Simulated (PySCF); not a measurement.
# What builds the third ionisation energy along the 3d series

Calculated with PySCF 2.14 from differences of total energies of unrestricted determinants, without spin-orbit coupling. Each column adds one step, in eV (sums use unrounded values): valence MP2, valence CCSD, valence triples, then the next inner shell at CCSD(T) (Ti 3s 3p, V 3s 3p, Cr 3s 3p, Zn 3s 3p). References (NIST) marked * lie between the lowest fine-structure levels; the others compare directly ((s) semi-empirical, (t) theoretical).

```json
{"element": "Ti [Ar] 3d2 → [Ar] 3d1 (def2-QZVPPD, non-relativistic)", "UHF": "26.791", "+ MP2": "0.132", "+ CCSD": "0.035", "+ (T)": "0.000", "+ inner shell": "0.413", "sum": "27.372", "reference": "27.492 *"}
{"element": "V [Ar] 3d3 → [Ar] 3d2 (def2-QZVPPD, non-relativistic)", "UHF": "28.356", "+ MP2": "0.396", "+ CCSD": "0.065", "+ (T)": "0.003", "+ inner shell": "0.456", "sum": "29.276", "reference": "29.311 *"}
{"element": "Cr [Ar] 3d4 → [Ar] 3d3 (def2-QZVPPD, non-relativistic)", "UHF": "29.881", "+ MP2": "0.680", "+ CCSD": "0.057", "+ (T)": "0.010", "+ inner shell": "0.452", "sum": "31.080", "reference": "30.959 ± 0.025 *"}
{"element": "Zn [Ar] 3d10 → [Ar] 3d9 (def2-QZVPPD, non-relativistic)", "UHF": "37.297", "+ MP2": "3.026", "+ CCSD": "-0.648", "+ (T)": "0.125", "+ inner shell": "0.138", "sum": "39.939", "reference": "39.723 *"}
```

What remains against the references is mostly basis incompleteness and, for starred values, spin-orbit coupling.

These are valence bases, so the inner-shell step is incomplete.
